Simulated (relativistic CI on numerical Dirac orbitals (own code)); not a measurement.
# Mn6+: resonant inelastic scattering at the L2,3 edge

Computed with this model: Dirac-Coulomb-Breit CI, orbitals from a KLI potential per configuration, model QED (radiative potential, 1s self-energy scaled to tabulated hydrogen-like ionisation energies), valence Slater integrals scaled by 0.9, Kramers-Heisenberg scattering through one core-hole configuration in a parametric crystal field; configurations [Ar] 3d → [He] 2s2 2p5 3s2 3p6 3d2; 80 K; core-hole width 0.6 eV; summed over polarisations. Incident energies are the highest absorption maxima for each field (at most a few, so the weaker spin-orbit partner edge can be absent), on the computed scale of the free ion. Intensities are in per cent of the strongest line above 0.02 eV; levels within 1 cm⁻¹ are merged; final levels count from the ground level, the first row holds all elastic scattering, lines under 0.4 are left out and each table stops after 24 rows. The scale of the Slater integrals is a model choice and moves the terms in proportion.

Field parameters in Wybourne normalisation: D3d B²₀ = −7Dσ, B⁴₀ = −14Dq − 21Dτ, B⁴₃ = −14√(10/7) Dq; Oh B⁴₀ = 21Dq, B⁴₄ = √(5/14) B⁴₀; Td as Oh with Dq negative (B⁴₀ = 21Dq, B⁴₄ = √(5/14) B⁴₀). The field is a parameter set, without covalency.

S is read from ⟨S²⟩ = S(S + 1).

D3d, 10Dq = 21650, Dσ = -940, Dτ = 160 cm⁻¹:

```tsv
Final level (eV)	Degeneracy	Irrep	S	659.8 eV	669 eV	669.7 eV
0.000	2	Γ5+Γ6	0.50	114.4	218.9	164.1
0.070	2	Γ4	0.50	40.9	100.0	64.4
0.281	2	Γ4	0.50	28.7	99.0	90.2
2.902	2	Γ4	0.50	19.9	31.6	78.8
2.915	2	Γ5+Γ6	0.50	13.6	28.9	56.4
```

Oh, 10Dq = 28900 cm⁻¹:

```csv
Final level (eV),Degeneracy,Irrep,S,659.8 eV,669.4 eV,670.4 eV
0.000,4,Γ8,0.50,105.1,203.1,144.0
0.098,2,Γ7,0.50,12.3,77.3,18.3
3.619,4,Γ8,0.50,17.9,43.0,100.0
```

Td, 10Dq = -19100 cm⁻¹:

| Final level (eV) | Degeneracy | Irrep | S | 659.1 eV | 669 eV | 670.3 eV |
| --- | --- | --- | --- | --- | --- | --- |
| 0.000 | 4 | Γ8 | 0.50 | 125.8 | 384.1 | 119.8 |
| 2.341 | 4 | Γ8 | 0.50 | 5.5 | 100.0 | 95.3 |
| 2.435 | 2 | Γ7 | 0.50 | 4.3 | 17.3 | 6.8 |

For the first field the strongest loss at the lowest incident energy is the level at 0.07 eV (S = 0.50, against 0.50 in the thermal ground state).
